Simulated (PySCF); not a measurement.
Planning a geometry optimisation on `[Cu][Cu]`.

Method: CAM-B3LYP/def2-TZVP geometry optimisation, gas phase (PySCF 2.14.0). Work: geometry optimisation from a GFN2-xTB start, density fitting. A driver script takes a list of jobs; this job's settings line and coordinates (Å) are shown.

Input:
```
{"job": {"xc": "CAM-B3LYP", "basis": "def2-TZVP", "grid": 1, "kind": "geom"}, "charge": 0, "multiplicity": 1}
Cu     1.114160    -0.002805    -0.002945
Cu    -1.111403     0.004074    -0.011203
```

Hardware: Arm Neoverse V1, one thread, shared host with 32 logical CPUs at a one-minute load of 20. PySCF's memory limit was set to 1200 MB.

The basis has 90 functions.

Question: What wall time should be expected on this hardware?

Answer: About 13 s. The run took 4 energy-and-gradient evaluations and 23 SCF cycles, 3.2 s an evaluation on average.

Question: Estimate the peak memory.

Answer: About 0.43 GiB. Peak memory is the resident size of the whole Python process, interpreter and libraries included.

Question: At this speed, how long would 5000 such jobs take on 8 cores, one job a core?

Answer: 5000/8 gives 625 rounds of 13 s, about 2.3 h of wall time and 18 core-hours, if the jobs don't slow each other.

The output:
```
step   0  E = -3281.24754411  max force = 0.007034
step   1  E = -3281.24783044  max force = 0.000992
step   2  E = -3281.24783570  max force = 0.000539
step   3  E = -3281.24783870  max force = 0.000014
optimisation converged
```

Energies in Eh; «max force» is the largest Cartesian gradient component in Eh/bohr.

The host was shared with other jobs, so the times are rough.

The run converged: final energy -3281.24784 Eh after 3 steps; dipole 0.00 D.
